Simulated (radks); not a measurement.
The ruthenium ion Ru3+, configuration [Kr] 4d5. Method: scalar-relativistic Kohn-Sham, r2SCAN, spin-polarised, spherical densities, finite nucleus; open shells are filled with parallel spins first (spin-orbit coupling, left out, can overturn this in heavy ions); meta-GGA in the generalised Kohn-Sham scheme; Fermi nuclear charge, rms radius 4.4809 fm; computed with a radial shooting solver on a logarithmic mesh with Libxc functionals.

Unscreened Slater integrals over Kohn-Sham orbitals (hartree). They are taken over the spin-up orbitals.

integral,value
"F0(4d,4d)",0.63585
"F2(4d,4d)",0.32300
"F4(4d,4d)",0.21261
"F0(4d,4p)",0.70629
"F2(4d,4p)",0.35261
"G1(4d,4p)",0.44271
"G3(4d,4p)",0.27163
"F0(4d,4s)",0.72890
"G2(4d,4s)",0.32431
"F0(4d,3d)",0.85428
"F2(4d,3d)",0.16121
"F4(4d,3d)",0.070091
"G0(4d,3d)",0.051618
"G2(4d,3d)",0.058601
"G4(4d,3d)",0.044248
"F0(4p,4p)",0.80768
"F2(4p,4p)",0.42664
"F0(4p,4s)",0.84272
"G1(4p,4s)",0.57415
"F0(4p,3d)",1.0443
"F2(4p,3d)",0.24234
"G1(4p,3d)",0.076770
"G3(4p,3d)",0.074419
"F0(4s,4s)",0.88350
"F0(4s,3d)",1.1249
"G2(4s,3d)",0.090332
"F0(3d,3d)",2.3702
"F2(3d,3d)",1.1736
"F4(3d,3d)",0.74710

Derived for the open shells (J is the average intra-shell exchange parameter used in DFT+U). 4d: Racah B = F2/49 - 5 F4/441 = 0.004181 hartree, C = 35 F4/441 = 0.01687 hartree, C/B = 4.04, F4/F2 = 0.658, J = (F2 + F4)/14 = 0.03826 hartree.
